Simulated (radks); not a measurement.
Charge is removed step by step from the 3p up level of S3+, starting from [Ne] 3s2 3p(up 1, down 0). Method: non-relativistic Kohn-Sham, PBE, spin-polarised, spherical densities, point nucleus; computed with a radial shooting solver on a logarithmic mesh with Libxc functionals.

removed (e)  E - E(0) (eV)  eigenvalue (eV)  E minus straight line (eV)
0                    0.000          -40.994                       0.000
0.25                10.634          -44.086                      -1.167
0.5                 22.045          -47.200                      -1.559
0.75                34.235          -50.325                      -1.170
1                   47.207          -53.448                       0.000

Removing the whole electron costs 47.207 eV by Delta-SCF, against 40.994 eV from minus the eigenvalue at the starting occupation. Slater's transition state (half an electron removed) gives 47.200 eV. Integrating minus the eigenvalue over the occupation (Janak's theorem) gives 47.207 eV. The mean slope of the eigenvalue, de/dn, is 12.5 eV per electron. Ionisation energy of S3+ in the NIST Atomic Spectra Database: 47.22 eV (semi-empirical).
